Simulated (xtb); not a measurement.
Br₄Zr, triplet, from a rough starting geometry (GFN-xTB shapes and energies of metal compounds can be far from the true ones) (the multiplicity is a formal guess); GFN2-xTB in xtb 6.7.1.

xtb was given this input:
```
$ xtb mol.xyz --gfn 2 --uhf 2 --opt vtight --json

# file mol.xyz
5

Zr     0.03863001     0.00998923     0.00617466
Br     1.96641180    -0.53853758    -1.38987574
Br     0.81046902     0.28476744     2.37338817
Br    -1.02857380     2.09530494    -0.76918100
Br    -1.63666434    -1.88902579    -0.12458138
```

Predict the main parts of the log of this xtb run.


```
   ID    Z sym.   atoms
    1   40 Zr     1
    2   35 Br     2-5

           -------------------------------------------------
          |                Calculation Setup                |
           -------------------------------------------------

           -------------------------------------------------
          |                 G F N 2 - x T B                 |
           -------------------------------------------------

          ...................................................
          :                      SETUP                      :
          :.................................................:
          :  # basis functions                  50          :
          :  # atomic orbitals                  45          :
          :  # shells                           15          :
          :  # electrons                        32          :
          :  max. iterations                   250          :
          :  Hamiltonian                  GFN2-xTB          :
          :  restarted?                      false          :
          :  GBSA solvation                  false          :
          :  PC potential                    false          :
          :  electronic temp.          300.0000000     K    :
          :  accuracy                    1.0000000          :
          :  -> integral cutoff          0.2500000E+02      :
          :  -> integral neglect         0.1000000E-07      :
          :  -> SCF convergence          0.1000000E-05 Eh   :
          :  -> wf. convergence          0.1000000E-03 e    :
          :  Broyden damping             0.4000000          :
          :  net charge                          0          :
          :  unpaired electrons                  2          :
          ...................................................

 iter      E             dE          RMSdq      gap      omega  full diag
   1    -17.8501958 -0.178502E+02  0.844E+00    0.01       0.0  T
   2    -18.1343544 -0.284159E+00  0.649E+00    0.00       1.0  T
   3    -18.1369498 -0.259544E-02  0.535E+00    0.01       1.0  T
   4    -18.1334120  0.353781E-02  0.525E+00    0.00       1.0  T
   5    -18.1266104  0.680160E-02  0.526E+00    0.00       1.0  T
   6    -18.1441535 -0.175431E-01  0.405E+00    0.00       1.0  T
   7    -18.1687777 -0.246242E-01  0.335E+00    0.00       1.0  T
   8    -18.1592275  0.955020E-02  0.287E+00    0.00       1.0  T
   9    -18.1602268 -0.999372E-03  0.273E+00    0.00       1.0  T
[...]
 * total energy  :   -18.1317520 Eh     change        0.1245485E-08 Eh
 * total energy  :   -18.1316086 Eh     change        0.1434110E-03 Eh
 * total energy  :   -18.1356091 Eh     change       -0.4000464E-02 Eh
 * total energy  :   -18.1342059 Eh     change        0.1403239E-02 Eh
 * total energy  :   -18.1364170 Eh     change       -0.2211131E-02 Eh
 * total energy  :   -18.1363785 Eh     change        0.3851945E-04 Eh
 * total energy  :   -18.1364590 Eh     change       -0.8054691E-04 Eh
 * total energy  :   -18.1364587 Eh     change        0.2855949E-06 Eh
 * total energy  :   -18.1364597 Eh     change       -0.9376944E-06 Eh
 * total energy  :   -18.1364596 Eh     change        0.1321147E-07 Eh
 * total energy  :   -18.1364600 Eh     change       -0.3733699E-06 Eh
 * total energy  :   -18.1364600 Eh     change       -0.4133597E-08 Eh
   *** GEOMETRY OPTIMIZATION CONVERGED AFTER 12 ITERATIONS ***
         :: total energy             -18.136460025019 Eh    ::
[...]
       ...                                ...                  ...
        45                          1.4198326              38.6356
      -------------------------------------------------------------
                  HL-Gap            0.0000000 Eh            0.0000 eV
             Fermi-level           -0.3924111 Eh          -10.6781 eV

     #   Z          covCN         q      C6AA      α(0)
     1  40 Zr       3.025     0.736   108.302    25.042
     2  35 Br       0.756    -0.184   189.546    22.196
     3  35 Br       0.756    -0.184   189.546    22.196
     4  35 Br       0.756    -0.184   189.547    22.196
     5  35 Br       0.756    -0.184   189.546    22.196

 Mol. C6AA /au·bohr⁶  :       4188.001189
 Mol. C8AA /au·bohr⁸  :     316914.639938
 Mol. α(0) /au        :        113.825593

Wiberg/Mayer (AO) data.
largest (>0.10) Wiberg bond orders for each atom

 ---------------------------------------------------------------------------
     #   Z sym  total        # sym  WBO       # sym  WBO       # sym  WBO
 ---------------------------------------------------------------------------
     1  40 Zr   3.336 --     3 Br   0.834     5 Br   0.834     2 Br   0.834
                             4 Br   0.834
     2  35 Br   0.969 --     1 Zr   0.834
     3  35 Br   0.969 --     1 Zr   0.834
     4  35 Br   0.969 --     1 Zr   0.834
     5  35 Br   0.969 --     1 Zr   0.834
 ---------------------------------------------------------------------------

Topologies differ in total number of bonds
Writing topology from bond orders to xtbtopo.mol

molecular dipole:
                 x           y           z       tot (Debye)
 q only:       -0.000       0.000      -0.000
   full:       -0.000       0.000      -0.001       0.002
molecular quadrupole (traceless):
                xx          xy          yy          xz          yz          zz
 q only:       -0.000       0.001      -0.001       0.000       0.001       0.002
  q+dip:       -0.000       0.001      -0.001       0.000       0.000       0.002
   full:       -0.000       0.001      -0.002       0.000       0.001       0.002

optimized geometry written to: xtbopt.xyz

           -------------------------------------------------
          | TOTAL ENERGY              -18.136460025019 Eh   |
          | GRADIENT NORM               0.000009644968 Eh/α |
          | HOMO-LUMO GAP               0.000000217571 eV   |
           -------------------------------------------------

normal termination of xtb
```
